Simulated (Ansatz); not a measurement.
Computed with Ansatz on PBE0-D4/def2-TZVP structures; ΔE is electronic, products minus reactants. CCSD(T)/CBS is the MP2 limit (def2-TZVPP, def2-QZVPP) plus CCSD(T) − MP2 in def2-TZVPP, frozen cores. This one scheme is used for every species, atoms too. Functionals use def2-TZVPP. Open shells (•) are unrestricted, without spin–orbit coupling. Spin–orbit coupling would lower the free atoms: a little for F. Bonds to Br are less sure, by a few kJ/mol each and by 10 to 20 or more in all where they break to atoms, as the def2 sets lack core-valence functions. Scalar relativity is left out up to krypton.

`FC(Cl)(Cl)Br` → `Cl[C](Cl)Br`• + F•  (homolysis of the C–F bond)

```tsv
level	ΔE (kJ/mol)
BLYP-D4	436.7
HF/def2-SVP	261.1
```

Problem. What does CCSD(T)/CBS give? (Estimate.)

Solution. The calculation gave: +447.6 kJ/mol. The listed levels differ from it by -10.9, -186.5 kJ/mol.

Problem. What do rigid-rotor, harmonic-oscillator terms from PBE0-D4/def2-TZVP frequencies (298.15 K, 1 bar) make of the CCSD(T)/CBS value? (Best estimate.)

Solution. Ansatz gave: ΔZPE = -10.5 kJ/mol, ΔH = +441.4 kJ/mol, ΔS = 153 J/(mol·K), ΔG = +395.9 kJ/mol. Open shells count their whole term as degenerate.

Largest T1 diagnostic among the species: 0.014.

At CCSD(T), def2-SVP lies −28.6 kJ/mol from the extrapolated value and def2-TZVPP −17.2 kJ/mol: correlation converges slowly with the basis, and small sets miss more of it in the bonded molecule than in its fragments. In def2-TZVPP, CCSD(T) changes the Hartree–Fock value by +174.7 kJ/mol (the triples alone add +14.8 kJ/mol) and MP2 by +211.3 kJ/mol; breaking electron pairs costs correlation energy, which Hartree–Fock lacks. Leaving LDA and LC-ωPBE aside and taking each functional with its dispersion term where it has one, the values, not all of them listed here, spread over 63.1 kJ/mol, from BHLYP-D4 to PBE-D4. LDA lies +99.8 kJ/mol from PBE without D4, its usual overbinding.

CCSD(T)/CBS has its own doubt, a few kJ/mol and more with outer-core shells, so smaller differences from it don't rank the levels.
